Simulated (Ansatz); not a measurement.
`C=C(Cl)O[SiH3]` + ethylene → `C=CC(=C)Cl` + silanol  (formal exchange of groups at a C–O bond)

Gas-phase electronic energies from Ansatz, PBE0-D4/def2-TZVP geometries. CCSD(T)/CBS is the MP2 limit (def2-TZVPP, def2-QZVPP) plus CCSD(T) − MP2 in def2-TZVPP, frozen cores. This one scheme is used for every species. Each species was taken in one conformer, which may not be the lowest.

```json
{"species": "`C=C(Cl)O[SiH3]`", "CCSD(T)/CBS(def2) energy (Eh)": "-903.14233"}
{"species": "`C=C`", "CCSD(T)/CBS(def2) energy (Eh)": "-78.48111"}
{"species": "`C=CC(=C)Cl`", "CCSD(T)/CBS(def2) energy (Eh)": "-614.95589"}
{"species": "`O[SiH3]`", "CCSD(T)/CBS(def2) energy (Eh)": "-366.69042"}
```

(1) Work out ΔE.

Largest T1 diagnostic among the species: 0.012.

## Answers

(1) ΔE = (-614.95589) + (-366.69042) − (-903.14233) − (-78.48111) = -0.02287 Eh = -60.0 kJ/mol.

In def2-TZVPP, CCSD(T) changes the Hartree–Fock value by −6.9 kJ/mol (the triples alone add −1.0 kJ/mol) and MP2 by −14.3 kJ/mol.
